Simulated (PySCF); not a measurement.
CH8N2OSi, SMILES CN[Si@@H](N)O. Coordinates come from a PBE-D3(BJ)/def2-SVP optimisation. The structure was generated by enumeration; whether it is a known compound was not checked. One conformer was computed; it need not be the lowest.

Method: PBE-D3(BJ)/def2-SVP run with PySCF.

Harmonic wavenumbers (cm⁻¹): 84, 153, 192, 222, 258, 283, 325, 368, 396, 489, 710, 741, 769, 819, 850, 898, 943, 1057, 1105, 1144, 1351, 1397, 1413, 1452, 1476, 2108, 2908, 2967, 3033, 3509, 3515, 3619, 3772. Rotational constants (GHz): 6.279, 2.585, 2.017; symmetry number 1.

Work out the zero-point energy and the ideal-gas rigid-rotor harmonic-oscillator thermochemistry at 298.15 K and 1 atm.

ZPE = ½ Σ hcν = ½ × 44324 cm⁻¹ = 63.36 kcal/mol. H − E(el) = 69.09 kcal/mol. Entropy in cal/(mol K): translation 39.48, rotation 26.69, vibration 19.51, total 85.67. G − E(el) = 43.55 kcal/mol. Cp = 30.60 cal/(mol K). Modes under 150 cm⁻¹ make the vibrational entropy uncertain.
